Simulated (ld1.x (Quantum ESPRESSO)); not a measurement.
Ranking TM potentials for Li

All share these settings but for the change named:

```json
{"Element": "lithium (Li)", "Generator": "ld1.x (Quantum ESPRESSO) 7.5", "Type": "norm-conserving Troullier–Martins (Kleinman–Bylander form)", "Functional": "PBE", "Relativity": "scalar-relativistic", "Frozen core": "[He]", "Valence charge": "1", "Reference configuration": "2s1 2p0", "Partial waves": "2p (bound, empty): rc 4.20 bohr; 3d channel at 0.35 Ry: rc 3.30 bohr; 2s (bound): rc 2.15 bohr", "Local potential": "the s channel", "Core correction": "Bessel-smoothed model core inside 1.45 bohr"}
```

Test errors are all-electron minus pseudo excitation energies from the reference, over 2s0.5 2p0; 2s0 2p1. None of these files shows a bound ghost.

The base gives 6.9 meV.

Of 10 variants that were run, those that failed, showed a ghost or another fault, or gave nearly equal values are left out.

Question: Rank these variants by their largest absolute test error, smallest first.
A. wave 2p (bound): rc 4.20 bohr becomes 2p (bound): rc 4.00 bohr
B. wave 2p (bound): rc 4.20 bohr becomes 2p (bound): rc 3.04 bohr
C. wave 2p (bound): rc 4.20 bohr becomes 2p (bound): rc 6.36 bohr
D. wave 2p (bound): rc 4.20 bohr becomes 2p (bound): rc 5.04 bohr
E. wave 2p (bound): rc 4.20 bohr becomes 2p (bound): rc 4.42 bohr

Answer: B (2.0 meV), A (4.9 meV), E (9.1 meV), D (15.9 meV), C (24.4 meV).
